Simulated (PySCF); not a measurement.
# F (fluorine, neutral) across methods

[He] 2s1 2p6, 2S determinant (an excited configuration). All numbers are calculated (PySCF 2.14, the spin-free X2C one-electron Hamiltonian (Gaussian nucleus), in aug-cc-pVQZ-DK).

```
   method  E (hartree)  mean ε 2s α (eV)  mean ε 2p α (eV)  mean ε 2p β (eV)  Σ⟨r²⟩ (bohr²)   ⟨S²⟩
     PBE0     -99.0235           -35.471           -14.995           -12.346          10.93  0.756
     MN15     -99.1087           -34.387           -15.514           -13.794          10.83  0.752
      PBE     -99.0640           -31.394           -12.399           -10.644          11.06  0.754
      LDA     -98.5242           -31.078           -12.530           -10.860          11.08  0.753
    HSE06     -99.0352           -35.017           -14.573           -11.938          10.93  0.756
BHandHLYP     -99.0510           -39.493           -17.649           -14.023          10.90  0.760
      UHF    -98.62054           -47.229           -22.373           -16.254          10.86  0.775
CAM-B3LYP     -99.1076           -36.778           -16.594           -14.071          11.02  0.756
```

Q: Estimate the same row for r2SCAN.

A: E (hartree) = -99.0576; mean ε 2s α (eV) = -33.381; mean ε 2p α (eV) = -13.175; mean ε 2p β (eV) = -10.884; Σ⟨r²⟩ (bohr²) = 10.88; ⟨S²⟩ = 0.757.
